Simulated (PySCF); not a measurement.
## Electron correlation in Ge⁺ (germanium, charge +1)

[Ar] 3d10 4s2 4p1, 2P determinant. Calculation: PySCF 2.14, in x2c-TZVPall (6s5p4d1f, 48 functions); the spin-free X2C one-electron Hamiltonian (Gaussian nucleus). Frozen: [Ar] 3d10; 3 electrons correlated.

MP2 pair energies summed by pair of shells (mhartree):

| pair | energy | share (%) |
| --- | --- | --- |
| 4s-4s | -20.64 | 56.4 |
| 4s-4p | -15.99 | 43.6 |

Total MP2 correlation energy: -36.63 mhartree.

Same-spin part -2.50 and opposite-spin part -34.13 mhartree; SCS-MP2 scales them by 1/3 and 6/5 to -41.79 mhartree.

| level | correlation energy (mhartree) |
| --- | --- |
| CCSD | -50.02 |
| (T) | -0.75 |
| CCSD(T) | -50.77 |

Diagnostics: T1 = 0.0098, D1 = 0.0231, largest double amplitude 0.093.

Cost of the coupled-cluster step: 0.69 s of wall time on 1 thread of Neoverse-N1 (shared host), for 3 correlated electrons.
